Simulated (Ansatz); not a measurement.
Reaction (ligand exchange at the Si–O bond): `[F][Ge][O][SiH3]` + `S[SiH2]S` → `[SiH3]S[SiH2]S` + `[OH][Ge][F]`

Calculated with Ansatz (gas phase, PBE0-D4/def2-TZVP geometries, no zero-point term in ΔE). CBS: MP2 limit from def2 TZ/QZ plus the TZ coupled-cluster correction, frozen cores. Functionals use def2-TZVPP. For Ge outer-core shells are correlated without core-valence functions, which leaves a few kJ/mol of doubt a bond. Scalar relativity is left out up to krypton. Each species was taken in one conformer, which may not be the lowest.

```json
{"level": "ωB97M-V", "ΔE (kJ/mol)": "31.3"}
{"level": "MP2/def2-TZVPP", "ΔE (kJ/mol)": "31.6"}
```

Task: What does CCSD(T)/CBS give? (Estimate.)

Result: Computed: +32.2 kJ/mol. The listed levels differ from it by -0.9, -0.6 kJ/mol.

Largest T1 diagnostic among the species: 0.015.

The D4 term adds −6.7 kJ/mol with B3LYP and −3.8 kJ/mol with PBE0; it sums over pairs of atoms, weighted by their polarisabilities, and B3LYP, whose exchange is more repulsive, gets the larger term. From PBE to PBE0 (25 % exact exchange), in def2-TZVPP and without D4, ΔE moves by +4.0 kJ/mol.

B3LYP here is the variant with VWN-RPA as its local correlation; programs differ in this.
